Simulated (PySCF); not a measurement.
C5H10O2S.
Geometry (PBE0-D3(BJ)/def2-SVP, Å), atoms numbered from 1 in this order:
```
atom  x, y, z in Å
C1     2.907    0.720   -0.371
S2     1.661   -0.547   -0.198
O3     2.154   -1.527    0.767
O4     1.273   -0.970   -1.544
C5     0.262    0.288    0.553
C6    -0.917   -0.701    0.656
C7    -1.559   -0.023   -0.570
C8    -0.556    1.141   -0.434
H9     3.187    1.093    0.622
H10    3.759    0.213   -0.842
H11    2.536    1.522   -1.021
H12    0.638    0.744    1.481
H13   -1.478   -0.547    1.589
H14   -0.661   -1.768    0.579
H15   -2.626    0.231   -0.497
H16   -1.384   -0.599   -1.488
H17   -0.043    1.459   -1.354
H18   -0.978    2.027    0.061
```

Level: CAM-B3LYP/def2-SVPD in PySCF, non-relativistic, on one gas-phase PBE0-D3(BJ)/def2-SVP geometry that isn't relaxed in the solvent. The solvent is an IEF-PCM continuum (Bondi radii, 1.10 Å for H, scaled by 1.2), and excitations are vertical TDDFT with non-equilibrium linear response and a frozen core. Only the electrostatic response of the medium enters.

```csv
run,E − E(gas) (kcal/mol),HOMO (eV),HOMO–LUMO gap (eV),dipole (D),lowest singlet (eV),static polarisability (au)
gas,0.00,-9.53,10.32,4.76,7.55,82.9
P,-11.32,-9.57,10.65,6.52,7.69,111.9
Q,-5.13,-9.53,10.53,5.48,7.66,94.5
```

The runs were made in benzene and methanol. Which run belongs to which solvent?

P = methanol, Q = benzene. The dielectric constants are 2.271 (benzene), 32.61 (methanol), and the energy falls further as ε rises. The optical constants n² used for the excitations are 2.25, 1.77 in the same order. In this model the ground state sees the solvent through ε alone.

How constant is the ratio of the lowering to (ε − 1)/(2ε + 1)?

```csv
solvent,(ε − 1)/(2ε + 1),E − E(gas) (kcal/mol),ratio (kcal/mol),polarisation term (kcal/mol)
benzene,0.229,-5.13,-22.4,-5.62
methanol,0.477,-11.32,-23.7,-13.98
```

The ratio changes by +5.9 % in size from benzene to methanol. The polarisation term is half the interaction of the solute with the induced surface charges.
